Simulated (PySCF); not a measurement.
## Computed properties of C₄H₇FSi, SMILES F[C@@H]1CC=C1[SiH3]

C4H7FSi, SMILES F[C@@H]1CC=C1[SiH3]. The structure is a stationary point at TPSSh-D3(BJ)/def2-SVP. The structure was generated by enumeration; whether it is a known compound was not checked. One conformer was computed; it need not be the lowest. All values are computed for the isolated molecule unless a solvent is named; none is compared with measurement here.

**Structure.** All 33 harmonic modes at TPSSh-D3(BJ)/def2-SVP (PySCF) are real, so it is a minimum. With heavy atoms numbered as in [F:1][C@@H:2]1[CH2:3][CH:4]=[C:5]1[SiH3:6], the shortest bond between them is C4–C5 at 1.355 Å and the longest C5–Si6 at 1.868 Å.

**Vibrations.** The strongest infrared lines (harmonic, unscaled, degenerate partners summed) lie at 936 cm⁻¹ (237 km/mol, H 77 %, C 14 %), 2260 cm⁻¹ (111 km/mol, H 96 %), 2249 cm⁻¹ (107 km/mol, H 97 %). The softest mode is at 93 cm⁻¹ and the zero-point energy is 59.2 kcal/mol.

**Electronic structure.** PBE0/def2-TZVP (PySCF) places the frontier levels at -7.74 and -0.73 eV, a gap of 7.01 eV, and gives a dipole moment of 2.00 D and a mean polarisability of 73.0 bohr³. PBE/def2-TZVP (PySCF) at the same geometry gives -6.62 and -1.72 eV, so its gap is 2.11 eV narrower. An orbital gap is neither the optical nor the fundamental gap.

**Excitations.** TDDFT-PBE0/def2-SVPD (PySCF) has S1 at 6.21 eV (200 nm, f = 0.043, weak); the most intense of the 10 singlets computed lies at 6.56 eV (f = 0.21). T1 (TDA) is at 3.95 eV. TDDFT-PBE/def2-SVPD (PySCF) puts S1 at 5.63 eV. No vertical singlet excitation falls in the visible range (under 3.1 eV).

**NMR.** GIAO shifts at PBE0/pcSseg-1 (PySCF) (non-relativistic, atoms alike by connectivity averaged): ¹³C from 47.4 to 167.6 ppm against TMS; ¹H from 3.3 to 7.5 ppm against TMS; ²⁹Si at -85.2 ppm against TMS; ¹⁹F at -189.6 ppm against CFCl3.

**Solvation.** SMD-PBE0/def2-SVP (PySCF) gives 0.8 kcal/mol in water, -3.3 kcal/mol in tetrahydrofuran, -3.6 kcal/mol in ethanol (1 M in both phases, gas-phase geometry).
